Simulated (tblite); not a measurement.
Species: C₄H₉FSi₃.
Numbering: `[CH3:1][C:2]#[C:3][Si@@H:4]1[CH2:5][Si@H:6]([F:7])[SiH2:8]1` (hydrogens: H9, H10, H11 on C1; H12 on Si4; H13, H14 on C5; H15 on Si6; H16, H17 on Si8)

Computed with GFN2-xTB (tblite), gas phase: L-BFGS steps from a force-field or distance-geometry start until the largest atomic force falls under 0.01 eV/Å.

Step 32: E = -626.2240 eV
```
atom  x, y, z in Å  |  force x, y, z in eV/Å
C1      4.1147    0.0374   -0.3010   -0.033   0.009   0.002
C2      2.6904    0.0336   -0.0598   -0.044   0.071   0.009
C3      1.5027    0.0612    0.1489   -0.086  -0.037  -0.070
Si4    -0.2790    0.3968    0.4993   -0.036  -0.100   0.254
C5     -1.4926   -1.0987    0.7882    0.054  -0.040  -0.041
Si6    -3.1538   -0.3459    0.1940   -0.019  -0.063  -0.010
F7     -4.0028   -1.4825   -0.6011   -0.026   0.035   0.016
Si8    -1.8961    1.1751   -1.0098    0.037   0.128  -0.271
H9      4.4459    1.0625   -0.4667    0.015   0.010  -0.053
H10     4.6444   -0.3569    0.5639    0.024  -0.086   0.015
H11     4.3463   -0.5624   -1.1793    0.058  -0.025  -0.005
H12    -0.1803    1.1169    1.7873   -0.056   0.059   0.004
H13    -1.2512   -1.9139    0.0996    0.092   0.000   0.096
H14    -1.4863   -1.5384    1.7844    0.051   0.071  -0.020
H15    -4.0764    0.0490    1.2515   -0.034  -0.079   0.007
H16    -1.5990    0.8032   -2.4051   -0.039   0.036   0.009
H17    -2.3337    2.5748   -1.1041    0.042   0.012   0.057
```

Step 33: E = -626.2296 eV
```
atom  x, y, z in Å  |  force x, y, z in eV/Å
C1      4.1118    0.0355   -0.3027    0.010   0.004  -0.007
C2      2.6867    0.0345   -0.0693    0.037   0.045   0.006
C3      1.5007    0.0584    0.1457   -0.112  -0.039  -0.060
Si4    -0.2762    0.3943    0.5057   -0.077  -0.019   0.156
C5     -1.4864   -1.0955    0.7908   -0.055  -0.090  -0.001
Si6    -3.1531   -0.3514    0.1939    0.015   0.044  -0.020
F7     -3.9933   -1.4826   -0.6167   -0.031   0.015   0.032
Si8    -1.8915    1.1760   -1.0095    0.003   0.069  -0.219
H9      4.4449    1.0603   -0.4680    0.020   0.006  -0.035
H10     4.6346   -0.3611    0.5666    0.014  -0.060  -0.006
H11     4.3542   -0.5638   -1.1792    0.026  -0.024   0.005
H12    -0.1783    1.1252    1.7858   -0.050   0.055   0.028
H13    -1.2466   -1.9205    0.1160    0.114  -0.008   0.023
H14    -1.4835   -1.5293    1.7876    0.047   0.060   0.063
H15    -4.0868    0.0467    1.2460    0.020  -0.122  -0.043
H16    -1.6082    0.8116   -2.4100   -0.027   0.038   0.024
H17    -2.3359    2.5736   -1.0925    0.045   0.025   0.052
```

Step 34: E = -626.2337 eV
```
atom  x, y, z in Å  |  force x, y, z in eV/Å
C1      4.1129    0.0331   -0.3042    0.027  -0.005  -0.010
C2      2.6862    0.0332   -0.0764    0.032   0.024   0.008
C3      1.4995    0.0525    0.1366   -0.081  -0.031  -0.049
Si4    -0.2743    0.3920    0.5106   -0.080   0.045   0.046
C5     -1.4849   -1.0917    0.7960   -0.110  -0.121   0.039
Si6    -3.1547   -0.3549    0.1918   -0.009   0.070  -0.042
F7     -3.9812   -1.4896   -0.6333    0.000   0.053   0.074
Si8    -1.8908    1.1803   -1.0109   -0.007   0.007  -0.101
H9      4.4463    1.0583   -0.4691    0.022  -0.009  -0.018
H10     4.6319   -0.3659    0.5679   -0.006  -0.030  -0.030
H11     4.3640   -0.5658   -1.1795   -0.005  -0.015   0.021
H12    -0.1682    1.1336    1.7829   -0.050   0.047   0.042
H13    -1.2441   -1.9269    0.1353    0.117   0.000  -0.003
H14    -1.4839   -1.5137    1.7976    0.033   0.052   0.085
H15    -4.1069    0.0361    1.2368    0.086  -0.154  -0.100
H16    -1.6167    0.8256   -2.4132   -0.014   0.031  -0.006
H17    -2.3420    2.5759   -1.0787    0.046   0.037   0.045
```

Task: Estimate the geometry and energy of step 35. (The exact step hangs on the optimiser's Hessian estimate; all steps are aligned on step 34, rigid shifts and turns removed.)

Result: E = -626.2371 eV, largest force 0.218 eV/Å
```
atom  x, y, z in Å  |  force x, y, z in eV/Å
C1      4.1100    0.0326   -0.3061    0.029  -0.013  -0.002
C2      2.6819    0.0374   -0.0818    0.024  -0.004   0.015
C3      1.4959    0.0513    0.1387   -0.040  -0.021  -0.048
Si4    -0.2769    0.3891    0.5213   -0.070   0.098  -0.106
C5     -1.4825   -1.0958    0.7965   -0.140  -0.017   0.058
Si6    -3.1531   -0.3577    0.1906    0.119   0.175  -0.051
F7     -3.9820   -1.4830   -0.6345   -0.062  -0.055   0.002
Si8    -1.8878    1.1814   -1.0178   -0.006  -0.076   0.085
H9      4.4467    1.0568   -0.4718    0.024  -0.018   0.002
H10     4.6233   -0.3702    0.5689   -0.016   0.003  -0.049
H11     4.3686   -0.5671   -1.1791   -0.041  -0.013   0.024
H12    -0.1730    1.1406    1.7848   -0.048   0.050   0.080
H13    -1.2335   -1.9298    0.1426    0.117  -0.063  -0.071
H14    -1.4789   -1.5108    1.7985    0.003   0.010   0.158
H15    -4.1062    0.0302    1.2324    0.066  -0.136  -0.058
H16    -1.6224    0.8312   -2.4175    0.007   0.011  -0.078
H17    -2.3371    2.5759   -1.0755    0.034   0.068   0.039
```

The energy changes by -0.0034 eV. The first-order estimate −F·Δx gives -0.0062 eV and the mean of the old and new forces, exact on a quadratic surface, -0.0034 eV. The step makes an angle of 59° with the force vector and moves no atom by more than 0.013 Å.

The cost below is that of the whole relaxation. The run took 1.2 s of wall time on an Arm Neoverse V2 with one thread, shared host with 32 logical CPUs at a one-minute load of 31.
